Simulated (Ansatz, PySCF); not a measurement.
C2H5ITe, SMILES CC[Te]I. Atoms are numbered in the order given.

```xyz
9

Te    -0.6420    -0.3637     0.9871
I      1.1563     0.9018    -0.6039
C     -1.1274    -1.9258    -0.4370
C     -1.8128    -1.4458    -1.6959
H     -1.7665    -2.5993     0.1587
H     -0.1863    -2.4559    -0.6401
H     -1.1760    -0.7423    -2.2536
H     -2.7629    -0.9384    -1.4740
H     -2.0260    -2.2999    -2.3600
```

The structure is a stationary point at PBE0-D3(BJ)/def2-SVP. The def2 effective core potentials stand for the cores of I, Te; spin–orbit coupling is left out. The values are those of a single conformer.

Two levels are set side by side: PBE-D3(BJ)/def2-SVP (Ansatz, an electronic-structure program) and PBE0-D3(BJ)/def2-SVP (Ansatz). Each level has its own optimised geometry; the coordinates shown are those of the second. Frequencies come from the Hessian of PySCF at each geometry. Differences are taken from unrounded values.

```csv
quantity,PBE0-D3(BJ),PBE-D3(BJ),PBE-D3(BJ) minus PBE0-D3(BJ)
mean bond length (Å),1.488,1.500,0.013
bond Te1–I2 (Å),2.714,2.743,0.029
bond Te1–C3 (Å),2.169,2.195,0.027
bond C3–C4 (Å),1.512,1.518,0.007
bond C3–H5 (Å),1.103,1.112,0.008
bond C3–H6 (Å),1.099,1.107,0.008
bond C4–H7 (Å),1.101,1.109,0.008
bond C4–H8 (Å),1.100,1.108,0.008
bond C4–H9 (Å),1.103,1.111,0.009
highest harmonic wavenumber (cm⁻¹),3171,3080,-91
mean harmonic wavenumber (cm⁻¹),1379,1333,-46
zero-point energy (kcal/mol),41.39,40.02,-1.38
```

GGA bonds tend to be longer and softer than those of functionals with exact exchange. Differences between two approximate levels are no errors against the true value.
